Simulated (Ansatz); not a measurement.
`B[SiH2]N=C` + HBr → `B[SiH2]Br` + `C=N` at 700 K and 1 bar (ligand exchange at the Si–N bond).

Isolated molecules relaxed with PBE0-D4/def2-TZVP in Ansatz; ΔE leaves out vibrations. CCSD(T)/CBS is the MP2 limit (def2-TZVPP, def2-QZVPP) plus CCSD(T) − MP2 in def2-TZVPP, frozen cores. This one scheme is used for every species. For Br outer-core shells are correlated without core-valence functions, which leaves a few kJ/mol of doubt a bond. Scalar relativity is left out up to krypton. One conformer a species, not always the lowest.

```csv
species,CCSD(T)/CBS energy (Eh),H − E (kJ/mol),S (J/(mol·K))
`B[SiH2]N=C`,-410.17839,249.2,436.1
HBr,-2573.91920,36.5,223.7
`B[SiH2]Br`,-2889.59767,156.5,403.7
`C=N`,-94.52360,135.6,268.6
```

H − E and S are ideal-gas, rigid-rotor, harmonic terms from PBE0-D4/def2-TZVP, for one conformer and one mirror image of each species. 1 Eh = 2625.50 kJ/mol, R = 8.31446 J/(mol·K).

**Question.** By hand: ΔE, ΔH, ΔS and ΔG.

**Answer.** ΔE = (-2889.59767) + (-94.52360) − (-410.17839) − (-2573.91920) = -0.02368 Eh = -62.2 kJ/mol. Δ(H − E) = 156.5 + 135.6 − 249.2 − 36.5 = 6.4, so ΔH = -55.8 kJ/mol. ΔS = 403.7 + 268.6 − 436.1 − 223.7 = 12.5 J/(mol·K). ΔG = -55.8 − 700 × (12.5)/1000 = -64.5 kJ/mol.

**Question.** By hand: the equilibrium constant, and the temperature at which ΔG would vanish if ΔH and ΔS stayed fixed.

**Answer.** log₁₀ K = −ΔG/(RT ln 10) = 4.8. ΔH and −TΔS have one sign here, so there is no such temperature.

The number of gas molecules stays the same, so ΔS is small and ΔH decides. A doubt of 5 kJ/mol in ΔE shifts log₁₀ K by 0.4 here. Other conformers and mirror images would add mixing entropy, several J/(mol·K) or more a flexible species. These are equilibria of isolated gas molecules and say nothing of rates. Largest T1 diagnostic: 0.013 (customary marks: 0.02 for closed shells, 0.045 for open ones).

ΔS is within the doubt of such terms, so its sign, and with it that verdict, could turn.
